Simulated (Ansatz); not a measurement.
Start from `[SiH3][SiH2][S][GeH3]` and change one atom or group to get `O[SiH2][S][GeH3]`.

Ansatz, PBE0-D4/def2-TZVP geometries, multiplicity 1. Each molecule was computed in one conformer, which needn't be the lowest.

Scalar relativity is left out up to krypton.

```tsv
property	`[SiH3][SiH2][S][GeH3]`
HOMO energy (B3LYP/def2-TZVPP) / eV	-6.93
HOMO–LUMO gap (PBE0/def2-TZVPP) / eV	6.67
HOMO energy (PBE0/def2-TZVPP) / eV	-7.16
LUMO energy (ωB97M-V/def2-TZVPP) / eV	1.28
size of the dipole moment (B3LYP/def2-TZVPP) / D	1.10
HOMO energy (ωB97M-V/def2-TZVPP) / eV	-9.23
```

(1) Give the same properties after the change, and the shifts. (Estimate.)

## Answers

(1) The calculation gave: 
```
                                        property  `O[SiH2][S][GeH3]`  shift
             HOMO energy (B3LYP/def2-TZVPP) / eV               -7.28  -0.35
            HOMO–LUMO gap (PBE0/def2-TZVPP) / eV                7.23   0.56
              HOMO energy (PBE0/def2-TZVPP) / eV               -7.54  -0.38
           LUMO energy (ωB97M-V/def2-TZVPP) / eV                1.51   0.23
size of the dipole moment (B3LYP/def2-TZVPP) / D                2.02   0.92
           HOMO energy (ωB97M-V/def2-TZVPP) / eV               -9.70  -0.47
```

With PBE0 the HOMO falls by 0.38 eV and the LUMO rises by 0.18 eV, so the gap widens by about 0.56 eV. PBE moves the HOMO by -0.30 eV and ωB97M-V by -0.47 eV. Dipoles are sizes alone; their direction can turn.

B3LYP here is the variant with VWN-RPA as its local correlation; programs differ in this.
